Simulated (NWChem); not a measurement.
## NWChem input wanted

GeH2: 3 atoms, total charge 0, spin state singlet. As SMILES, `[GeH2]`. The coordinates come from a PBE0-D4/def2-TZVP relaxation.

```jsonl
{"atom": "Ge", "x (Å)": "-0.5701", "y (Å)": "0.4051", "z (Å)": "-0.2637"}
{"atom": "H", "x (Å)": "0.7830", "y (Å)": "0.7436", "z (Å)": "0.5090"}
{"atom": "H", "x (Å)": "-0.2129", "y (Å)": "-1.1487", "z (Å)": "-0.2453"}
```

Settings wanted:

```json
{
 "task": "gradient",
 "method": "DFT",
 "functional": "PBE0",
 "basis set": "def2-SVP",
 "reference": "RKS",
 "relativity": "none",
 "integration grid": "xfine",
 "SCF convergence threshold": "1e-08",
 "iteration cap": "100",
 "module": "dft"
}
```

Task: Give an NWChem 7.3.0 job that does this.

Result: This one ran through:

job.nw:
```
start job
memory total 2200 mb

geometry noautosym nocenter noautoz
Ge      -0.570100       0.405100      -0.263700
H        0.783000       0.743600       0.509000
H       -0.212900      -1.148700      -0.245300
end

basis spherical bse
* library def2-SVP
end

dft
xc pbe0
grid xfine
convergence energy 1e-08
maxiter 100
mulliken
end

task dft gradient
```

```bash
$ nwchem job.nw > job.out
```

Calculated total energy: -2077.61341 Eh, largest force 0.043 eV/Å.
